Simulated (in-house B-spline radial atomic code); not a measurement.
RPA and G0W0 for the scandium ion Sc⁶⁺, [Ne] 3s2 3p3, highest spin, as one setting changes: the share of exact exchange in the PBE hybrid start. A dash marks a level of low quasi-particle weight. Computed with a B-spline radial code for spherical atoms: all electrons, scalar-relativistic (spin-free one-electron X2C), finite nucleus, each spin shell either full or empty, empty states to l = 9 with an (l + 1/2)⁻⁴ tail; G0W0 by contour deformation at full frequency.

| share of exact exchange in the PBE hybrid start | mean-field level (eV) | G0W0 level (eV) | RPA correlation (Eh) |
| --- | --- | --- | --- |
| 0 | -126.42 | 3p up -136.97 | -0.97404 |
| 0.1 | -127.58 | 3p up -137.04 | -0.96056 |
| 0.2 | -128.73 | 3p up -137.10 | -0.94789 |
| 0.3 | -129.89 | 3p up -137.16 | -0.93594 |
| 0.4 | -131.05 | 3p up -137.21 | -0.92462 |
| 0.5 | ? | ? | ? |
| 0.6 | ? | ? | ? |
| 0.7 | -134.51 | 3p up -137.33 | -0.89378 |
| 0.8 | -135.67 | 3p up -137.36 | -0.88439 |
| 0.9 | -136.82 | 3p up -137.39 | -0.87536 |
| 1 | -137.97 | 3p up -137.42 | -0.86668 |

**Question.** What belongs in the row for 0.6?

**Answer.** mean-field level (eV): -133.36; G0W0 level (eV): 3p up -137.29; RPA correlation (Eh): -0.90359.

**Question.** What belongs in the row for 0.5?

**Answer.** mean-field level (eV): -132.20; G0W0 level (eV): 3p up -137.25; RPA correlation (Eh): -0.91385.

**Question.** At what share of exact exchange does G0W0 leave the highest level unchanged?

**Answer.** Near 0.95, where the shift changes sign (-0.570 eV at 0.9, +0.557 eV at 1).
